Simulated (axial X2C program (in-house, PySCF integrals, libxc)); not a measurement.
# Spin–orbit effects down a group: molecules with Li, CCSD

Calculated with an axial X2C code built on PySCF integrals, spin-free (one-electron X2C) or two-component (2c: spin–orbit coupling with atomic mean-field Coulomb and Gaunt terms, which also bring small scalar terms), in Dyall basis sets with cores contracted in-house; open shells are unrestricted.

Basis sets: Ag dyall-cv3z, Au dyall-cv3z, Cu dyall-cv3z, Li dyall-cv3z. Frozen shells (counts by l): LiCu Cu 3s2p, Li 1s, 12 electrons correlated; LiAg Ag 4s3p1d, Li 1s, 12 electrons correlated; LiAu Au 5s4p2d1f, Li 1s, 12 electrons correlated. Coupled cluster in natural virtuals with an MP2 remainder. Where the outer core of a metal is frozen, bonds come out longer and ionisation energies lower.

```csv
molecule,spin-free state,Re (Å),ωe (cm⁻¹),De (eV),2c state,Re 2c (Å),ωe 2c (cm⁻¹),De 2c (eV)
LiCu,"M_S = 0, Λ = 0",2.307,371.4,1.71,Ω = 0,2.307,371.3,1.71
LiAg,"M_S = 0, Λ = 0",2.409,372.6,1.71,Ω = 0,2.410,372.5,1.71
LiAu,"M_S = 0, Λ = 0",2.294,460.5,2.81,Ω = 0,2.293,461.3,2.84
```

Task: Work out the shifts from the spin-free to the two-component result.

Result: 

```tsv
molecule	2c state	ΔRe (Å)	Δωe (cm⁻¹)	ΔDe (eV)
LiCu	Ω = 0	0.000	-0.1	0.00
LiAg	Ω = 0	0.001	noise	0.00
LiAu	Ω = 0	-0.001	noise	0.03
```

Shifts of one unit in the last digit are rounding. Where the truncated virtual spaces of the two runs make Δωe unreliable it is marked noise.

Each entry is the lowest single determinant of a limited PBE0 search at one distance. De goes to single-determinant-based atoms at the same level (for ions the charge split of lowest energy) and is withheld (n/a) where an atom does not fit its ground term or J level. Main or longest-lived isotopes. One determinant is a doubtful description, or other states lie close, for LiCu, LiAg, LiAu; these need not be ground states, and all values refer to the states named.
